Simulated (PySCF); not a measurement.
## Calculated data, Al2BH4N

All values are calculated (PySCF 2.14.0). Calculation on a computer-drawn molecule: optimised geometry and harmonic frequencies of an isolated molecule of the commonest isotopes, restricted reference for singlets and unrestricted otherwise, frozen core in MP2.

## Al2BH4N

Start structure:
```xyz
8
Al2BH4N
Al     0.0114     1.5615    -1.6191
B      0.4068     1.3780     0.3473
N      0.6544     1.3215     1.6352
Al     0.9505     1.1976     3.3327
H     -1.3338     1.1202    -2.3156
H      1.0577     2.1060    -2.6893
H      1.5563    -0.1397     4.0499
H      0.6333     2.3576     4.3264
```

- charge: 0
- multiplicity: 1
- method: HF
- basis: cc-pV(D+d)Z

Drawn bonds:
```tsv
atom	other atom	order
1	2	1
2	3	2
3	4	1
1	5	1
1	6	1
4	7	1
4	8	1
```

**Q.** What rotational constants does the calculation give for Al2BH4N?
**A.** 66.63, 1.21, 1.209 GHz

**Q.** What total energy does the calculation give for Al2BH4N?
**A.** -565.3407 hartree

Further results for Al2BH4N:

- convergence status largest gradient component: 2.757e-05 hartree/bohr

Optimised structure:
```xyz
8
Al2BH4N
Al     0.0165     1.5502    -1.6861
B      0.4028     1.3981     0.3980
N      0.6307     1.3082     1.6275
Al     0.9515     1.1818     3.3657
H     -1.3813     1.0924    -2.2529
H      1.1316     2.1193    -2.6441
H      1.5624    -0.1500     3.9503
H      0.6225     2.4027     4.3090
```

Modes:
```tsv
frequency (cm⁻¹)	reduced mass (dalton)
61.04	1.008
80.86	4.944
84.36	4.308
268	3.08
278.9	5.111
365.6	9.165
554.4	1.531
606.3	1.276
638.2	1.231
671.3	1.186
768.4	8.548
833.5	1.061
862	1.106
1991	1.061
1996	1.168
2007	1.061
2009	1.041
2037	4.557
```
